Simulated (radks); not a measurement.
Spherical quantum dot in the effective-mass picture: electrons in a parabolic well V = omega^2 r^2 / 2 with omega = 0.158, all in effective atomic units (hartree* = m*/eps^2 hartree, bohr* = eps/m* bohr), one dielectric constant everywhere. Calculated with a radial shooting solver with Libxc functionals: non-relativistic Kohn-Sham, LDA (Slater exchange, Perdew-Wang correlation), spin-polarised, spherical densities. Levels are named by radial order and angular momentum (1s, 1p, 1d, 2s, ...), and open shells are averaged over m. At N = 14 the configuration is 1s2 1p6 1d(up 5, down 1). Does electron 15 go into 1d down or 2s down or 2s up?

Answer. Into 1d down. The total energies of the other choices lie higher by 0.0140 hartree* (2s up), 0.0228 hartree* (2s down).
